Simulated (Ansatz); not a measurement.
CH3GeNSi, SMILES `[C-]#[N+][Ge][SiH3]` (lower singlet) (charge 0, multiplicity 1). This singlet lies 1.02 eV below the relaxed triplet at the level frozen-core CCSD(T)/cc-pVDZ // PBE0-D3(BJ)/def2-TZVP (Ansatz, a quantum-chemistry and plane-wave program).

The numbers are results of HSE06/cc-pVTZ // PBE0-D3(BJ)/def2-TZVP in Ansatz, not measurements.

Ansatz 0.2 input:
```yaml
crystal:
  periodic: [false, false, false]
  atoms:
    - { symbol: C, position_ang: [2.970722, 0.352833, 0.641041] }
    - { symbol: N, position_ang: [2.059464, -0.227135, 0.174474] }
    - { symbol: Ge, position_ang: [0.773411, -1.304537, -0.66614] }
    - { symbol: Si, position_ang: [-1.132085, 0.088316, 0.088454] }
    - { symbol: H, position_ang: [-2.051227, -0.795549, 0.86307] }
    - { symbol: H, position_ang: [-1.870426, 0.532425, -1.129575] }
    - { symbol: H, position_ang: [-0.764442, 1.269717, 0.909216] }
basis:
  gaussian: { orbitals: cc-pVTZ }
hamiltonian:
  xc: hse06
```

Output:

```
Functional definition: HSE06
1229 factors; their error is unknown
91 factors; integrals over basis functions are off by at most 8.1e-7 eV
mean field evaluation 1: about -66952.7985 eV, gradient 4.9e1 eV
mean field evaluation 2: about -66930.6738 eV, gradient 1.0e2 eV
mean field evaluation 4: about -66957.7877 eV, gradient 5.3e0 eV
mean field evaluation 8: about -66957.8820 eV, gradient 1.9e-1 eV
mean field evaluation 16: about -66958.1203 eV, gradient 1.6e-4 eV
mean field -66958.12032608 eV, -2460.6655361394 hartree, gradient 2.1e-5 eV, S^2 0.000000; 0 other end points of the search recorded, 0 dependent functions left out
reference -66958.12036853 eV, -2460.6655376993 hartree; 31, 31 occupied and 148, 148 virtual orbitals, 1229 factors
Total energy: -66958.12036853 eV, -2460.6655376993 hartree
```
